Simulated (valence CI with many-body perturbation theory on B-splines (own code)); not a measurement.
## E1 transitions of Cd16+

Calculated by valence CI with perturbative core correlation (CI+MBPT): four valence electrons over a frozen Dirac-Fock core [Ar] 3d10, radial functions for each j: 11 s, 11 p, 10 d, 8 f, 5 g, 2 h, with the one-electron correlation potential Σ1 (screened to all orders), the two-electron term Σ2, the three-electron term Σ3, Breit, model QED; selected single and double excitations, second order for the rest, scaled by the run's own slope (own B-spline code, finite nucleus).

No measured spectrum was set against this ion. As an estimate, levels hold to about 250 cm⁻¹ or 0.2 % of their energy and the worst to 1 %, as in measured heavy ions of charge 2 to 7; those with d or f electrons hold less well. Among the levels kept, up to 480 cm⁻¹ of a level comes from second order outside the variational space, and about a tenth of that is noise between levels of different J, which matters for small intervals.

Lines 151 to 200 of 546 in falling wavelength, among levels below 1532700 cm⁻¹, chosen from the strongest by gf and those to the six lowest levels. Wavelengths and rates use the calculated energies, so an error of 1000 cm⁻¹ moves a line at 22.30 nm by 0.22 % and its rate by three times that or more. Electric multipoles are in the length gauge with retardation, E1 and E2 with the static RPA response of the core. Weak lines are less certain than strong ones. Lines between different terms over intervals too small for the method are left out, as are lines whose strength nearly cancels. Where a level lies close to another of its J and parity, the split of strength between their lines is uncertain. The highest levels of a list are the least certain.

Names give the largest LS component (configuration and term), which can be under half, so a name can repeat, a term be missing and a line seem to break the LS rules; names also repeat where a configuration has a term twice. Letters in brackets count levels of one name in rising energy.

```tsv
λ vac (nm)	Upper	Lower	A (s⁻¹)	log gf	Branch %
22.30	4s4p²4d ¹P_1	4s²4p4d ¹D°_2	2.70e+10	-0.22	11.0
22.26	4s4p²4d ³D_3 [d]	4s²4p4d ³F°_4	3.70e+10	0.28	34.1
22.24	4p³4d ³F°_4 [b]	4s4p²4d ³G_4	3.39e+09	-0.65	10.0
22.23	4s²4p4f ³F_2	4s²4p4d ¹P°_1	6.10e+09	-0.65	3.4
22.20	4s²4p4f ¹G_4 [a]	4s²4p4d ¹F°_3	3.55e+09	-0.63	5.0
22.18	4s4p²4d ¹D_2 [b]	4s²4p4d ¹D°_2	6.24e+09	-0.64	10.3
22.17	4s4p²4d ³D_2 [a]	4s²4p4d ³F°_2	7.39e+09	-0.56	5.7
22.14	4p³4d ⁵D°_1	4s4p²4d ⁵F_1	1.40e+10	-0.51	24.3
22.12	4s4p³ ³S°_1	4s²4p² ³P_2	6.17e+10	0.13	62.0
22.08	4p⁴ ³P_2	4s4p³ ⁵S°_2	2.49e+09	-1.04	8.2
22.06	4p³4d ³G°_3	4s4p²4d ⁵F_3	4.18e+09	-0.67	13.2
22.02	4p³4d ⁵D°_2	4s4p²4d ⁵F_2	1.09e+10	-0.40	21.3
21.89	4s²4p4d ³F°_2	4s²4p² ¹D_2	3.16e+09	-0.95	20.8
21.81	4s4p³ ¹D°_2	4s²4p² ³P_2	2.08e+09	-1.13	10.3
21.73	4s4p³ ¹P°_1	4s²4p² ¹D_2	6.06e+10	0.11	65.7
21.71	4s²4p4f ³F_2	4s²4p4d ¹F°_3	2.44e+10	-0.06	13.7
21.68	4s4p²4d ³D_3 [e]	4s²4p4d ³F°_4	1.68e+10	-0.08	11.7
21.67	4s4p²4d ³P_2 [b]	4s²4p4d ³F°_3	8.71e+09	-0.51	5.6
21.65	4p³4d ¹F°_3 [b]	4s4p²4d ¹G_4	7.61e+09	-0.43	10.6
21.63	4s4p²4d ³P_2 [c]	4s²4p4d ¹D°_2	1.28e+10	-0.35	5.1
21.46	4s4p²4d ³F_2 [c]	4s²4p4d ³F°_2	1.42e+10	-0.31	8.0
21.43	4s4p³ ³P°_1	4s²4p² ³P_0	2.85e+09	-1.23	15.0
21.41	4s4p³ ³S°_1	4s²4p² ³P_1	2.28e+10	-0.33	22.9
21.34	4s4p²4d ³P_1 [d]	4s²4p4d ³D°_2	3.76e+10	-0.11	14.5
21.33	4s²4p4f ³G_3 [b]	4s²4p4d ¹F°_3	6.65e+09	-0.50	3.7
21.14	4s4p²4d ¹D_2 [a]	4s²4p4d ³P°_2	9.34e+09	-0.50	5.5
21.12	4s4p³ ¹D°_2	4s²4p² ³P_1	6.15e+08	-1.69	3.0
20.98	4s4p²4d ³P_0 [c]	4s²4p4d ³P°_1	5.90e+10	-0.41	20.6
20.92	4s²4p4d ³D°_1	4s²4p² ¹S_0	7.87e+07	-2.81	0.0
20.72	4s²4p4d ³F°_3	4s²4p² ¹D_2	7.85e+07	-2.45	0.5
20.63	4s4p4d² ³H°_5	4s4p²4d ³G_5	3.91e+09	-0.56	14.4
20.62	4s4p²4d ¹P_1	4s²4p4d ³D°_1	1.34e+10	-0.59	5.5
20.42	4s²4d² ³F_4	4s²4p4d ¹F°_3	6.36e+09	-0.45	9.3
20.23	4s4p4d² ³H°_4 [a]	4s4p²4d ³G_4	3.87e+09	-0.67	12.2
20.01	4s4p²4f ⁵G°_4	4s4p²4d ³G_5	5.61e+09	-0.52	4.9
19.84	4s4p4d² ³H°_5	4s4p²4d ³G_4	5.48e+09	-0.45	20.2
19.80	4s²4d² ³F_3	4s²4p4d ¹F°_3	9.52e+09	-0.41	4.4
19.76	4s4p²4d ³D_3 [e]	4s²4p4d ³F°_3	7.69e+09	-0.50	5.3
19.74	4s²4p4d ³P°_2	4s²4p² ¹D_2	5.31e+09	-0.81	4.4
19.60	4s4p²4d ³P_1 [a]	4s4p³ ³P°_2	1.49e+10	-0.59	13.9
19.60	4s4p4d² ³H°_4 [a]	4s4p²4d ³G_3	5.68e+09	-0.53	17.9
19.59	4s²4d² ³F_2	4s²4p4d ¹F°_3	8.89e+09	-0.59	3.8
19.58	4p⁴ ³P_1	4s4p³ ⁵S°_2	4.25e+07	-3.14	0.1
19.34	4s²4p4d ³D°_1	4s²4p² ¹D_2	2.08e+09	-1.46	1.1
19.32	4s4p³ ³S°_1	4s²4p² ³P_0	1.25e+10	-0.68	12.5
19.26	4s4p4d² ³H°_4 [b]	4s4p²4d ³G_3	4.81e+09	-0.62	7.4
19.24	4s²4p4d ³F°_2	4s²4p² ³P_2	1.02e+10	-0.55	67.1
19.22	4s4p4d² ⁵D°_2	4s4p²4d ³G_3	1.22e+10	-0.47	11.9
19.22	4p⁴ ¹D_2	4s4p³ ⁵S°_2	3.51e+07	-3.01	0.1
19.11	4s4p³ ¹P°_1	4s²4p² ³P_2	1.86e+08	-2.51	0.2
```

(1) How does gf follow from A for the line at 22.02 nm?

## Answers

(1) gf = 1.4992 × (2J+1)_upper × A / σ², with σ = 454055 cm⁻¹ and 2J+1 = 5: gf = 0.397.
